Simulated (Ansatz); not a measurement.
Isomers of Ti₃Si₃ (singlet), found by a short tight-binding search and relaxed with PBE-D4/def2-SVP in Ansatz.

HSE06 is defined as in plane-wave codes, on full-range PBE exchange.

Run but left out: HF/def2-SVP, MP2/def2-SVP, CCSD/def2-SVP, CCSD(T)/def2-SVP (flagged by the program: other amplitudes).

A further structure is left out (at the level of its geometry, restricted singlet, unstable towards broken spin symmetry at other levels and untested here); at PBE0-D4/def2-TZVP its energy lies 1.02 eV below the lowest shown.

A: The restricted singlet is unstable towards broken spin symmetry in Hartree–Fock (as tested in another run); at PBE-D4/def2-TZVP, revPBE-D4/def2-TZVP, r2SCAN-D4/def2-TZVP, PBE0-D4/def2-TZVP and others this wasn't settled. B: The restricted singlet is unstable towards broken spin symmetry in Hartree–Fock (as tested in another run); at PBE-D4/def2-TZVP, revPBE-D4/def2-TZVP, r2SCAN-D4/def2-TZVP, PBE0-D4/def2-TZVP and others this wasn't settled.

Other spin states weren't relaxed.

A:

| atom | x (Å) | y (Å) | z (Å) |
| --- | --- | --- | --- |
| Ti1 | 0.417 | -1.872 | 1.196 |
| Ti2 | -0.917 | 1.484 | -0.173 |
| Ti3 | -1.025 | -0.115 | 1.462 |
| Si4 | -0.436 | -0.896 | -0.912 |
| Si5 | 1.263 | 0.304 | 0.373 |
| Si6 | 0.698 | 1.096 | -1.945 |

B:

```
atom   x (Å)   y (Å)   z (Å)
 Ti1  -0.005  -0.361   1.154
 Ti2  -1.009   1.383  -0.564
 Ti3  -1.263   0.865   2.013
 Si4   1.290   0.679  -0.811
 Si5  -0.560  -0.874  -1.306
 Si6   1.548  -1.691  -0.485
```

Question: Estimate which lies lowest at each level, and how far above it the others are (kJ/mol).

Answer: 
```
              level    A     B
   PBE-D4/def2-TZVP  0.0  62.2
revPBE-D4/def2-TZVP  0.0  69.2
r2SCAN-D4/def2-TZVP  0.0  62.7
  PBE0-D4/def2-TZVP  0.0  54.9
 HSE06-D4/def2-TZVP  0.0  55.0
```
Point groups (tolerance 0.1 Å): A Cs, B Cs. Lower isomers may exist.
